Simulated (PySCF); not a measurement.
# Static response to an electric field

C₅H₁₀O₂Si.
Cartesian coordinates in Å at the GFN2-xTB level; atoms count from 1:
```
atom  x, y, z in Å
C1    -2.4670   -1.3085   -0.4817
Si2   -1.1265    0.0220   -0.3765
C3    -1.3713    0.9663    1.2891
O4    -0.5422    1.0933    2.1573
O5     0.2475   -0.8089   -0.5085
C6     1.5970   -0.5128   -0.4675
C7     2.2033    0.1741    0.7149
C8     2.1041    0.8883   -0.6026
H9    -2.3757   -2.0423    0.3139
H10   -3.4530   -0.8615   -0.4125
H11   -2.4106   -1.8392   -1.4260
H12   -1.2755    1.0635   -1.4054
H13   -2.3739    1.4234    1.4484
H14    2.1548   -1.3106   -0.9465
H15    1.5347    0.4851    1.5021
H16    3.1721   -0.1559    1.0563
H17    3.0017    1.0545   -1.1781
H18    1.3719    1.6758   -0.6884
```

Level: PBE0/def2-SVPD (PySCF), static field, nuclei fixed, core orbitals frozen in the response. The polarisability tensor in these axes (au):

```
x   99.26  4.21  3.29
y    4.21 80.48  5.09
z    3.29  5.09 84.39
```

Q: Give the principal values, the mean and the anisotropy Δα = √{½[(α1 − α2)² + (α2 − α3)² + (α1 − α3)²]}.

A: Principal values 76.85, 85.97 and 101.30 au; mean 88.04 au = 13.05 Å³ = 14.52 × 10⁻⁴⁰ C²·m²/J; Δα = 21.39 au (24 % of the mean).

Q: What is the dipole moment, and where does it point?

A: (-0.89, -0.26, -1.66) D, 1.90 D in size, pointing from the negative to the positive side. Measured along this direction, the outermost atoms are H16 at the negative end and H11 at the positive end.

Q: Find the Langevin capture rate constant for O2+ (31.990 u) meeting this molecule (130.045 u), k = 2.342 × 10⁻⁹ cm³/s × √(α in Å³ / reduced mass in u).

A: The reduced mass is 25.67 u, so k = 1.67 × 10⁻⁹ cm³/s. The formula leaves out the permanent dipole, which adds to the capture rate.

Q: Give the principal axes and the span of the nuclei along them.

A: Largest value along (0.93, 0.25, 0.26), where the nuclei span 6.74 Å; middle along (-0.35, 0.48, 0.81), 4.82 Å; least along (-0.08, 0.84, -0.53), 3.44 Å. The response follows the extents in order.

Q: Refractivity n − 1 of an ideal gas of it at 350 K and 1 atm, from the electronic α?

A: N = p/kT = 2.0968 × 10¹⁹ cm⁻³, so n − 1 = 2π × N × 13.05 × 10⁻²⁴ cm³ = 1719 × 10⁻⁶ at long wavelengths.

Q: Estimate the molar refractivity from the static electronic polarisability.

A: Lorentz–Lorenz: R = (4π/3)N_A α = 2.5225 cm³/(mol·Å³) × 13.05 Å³ = 32.9 cm³/mol, in the limit of long wavelengths.

Isolated species at its GFN2-xTB geometry (one conformer only).
